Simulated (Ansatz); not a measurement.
The N3–H4 bond of H3NSi (SMILES N[SiH]) is stretched (multiplicity 1, the rest rigid).
Geometry at rest (charge 0, multiplicity 1):
```xyz
5

Si    -0.2447     0.3910     0.5100
H     -0.5860     1.4739    -0.5153
N      0.3978    -0.6896    -0.6544
H      0.4631    -0.5284    -1.6484
H      0.7649    -1.5931    -0.3951
```

Correlated levels freeze the cores.

Programs: Ansatz (an electronic-structure program) with Gaussian orbitals. Values without a source in brackets are computed.

Energies above the point at 1.009 Å (the B3LYP-D3(BJ) bond length), FIC-MRCISD+Q on CASSCF(2,2)/cc-pV(D+d)Z (kcal/mol): 8.15 at 0.908 Å; 3.51 at 1.110 Å; 106.95 at 3.229 Å.

**Question.** Take the last value as the depth D of a Morse curve D(1 − e^(−a(R − R₀)))², fit a and R₀ to the two near points, and test it at 1.362 and 1.766 Å.

**Answer.** 
With D = 106.9, both near points (counted from the curve's value at 1.009 Å) are met by a = 2.21 Å⁻¹ and R₀ = 1.019 Å, so k = 2Da² = 1048 kcal/(mol Å²). The curve then gives 30.3 and 69.9 kcal/mol; the level itself gives 31.4 and 75.4, so Morse is off by -1.1 and -5.5.
